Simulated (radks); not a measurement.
Task: Valence configurations of Re II (all share [Xe]). Method: scalar-relativistic Kohn-Sham, PBE, spin-polarised, spherical densities, finite nucleus; open shells are filled with parallel spins first (spin-orbit coupling, left out, can overturn this in heavy ions); Fermi nuclear charge, rms radius 5.3698 fm; computed with a radial shooting solver on a logarithmic mesh with Libxc functionals. Order these by energy: 4f13 5d5.5 6s1 6p0.5; 4f14 5d6; 4f12 5d7 6s1; 4f13.5 5d5 6s1 6p0.5; 4f14 5d5 6s1; 4f14 5d4.5 6s1 6p0.5; 4f13 5d4.5 6s1 6p1.5; 4f13 5d5 6s1 6p1; 4f13 5d5 6s2; 4f13.5 5d5 6s1.5.

Result: From the lowest, in eV above it: 4f14 5d5 6s1 0.000; 4f14 5d6 2.963; 4f14 5d4.5 6s1 6p0.5 3.534; 4f13.5 5d5 6s1.5 20.601; 4f13.5 5d5 6s1 6p0.5 22.398; 4f13 5d5 6s2 43.769; 4f13 5d5.5 6s1 6p0.5 45.124; 4f13 5d5 6s1 6p1 47.847; 4f13 5d4.5 6s1 6p1.5 53.046; 4f12 5d7 6s1 93.141. NIST lists [Xe] 4f14 5d5 6s1 as the ground configuration; this level of theory agrees among the configurations tried. The energies are those of spherical high-spin densities, not of single terms.
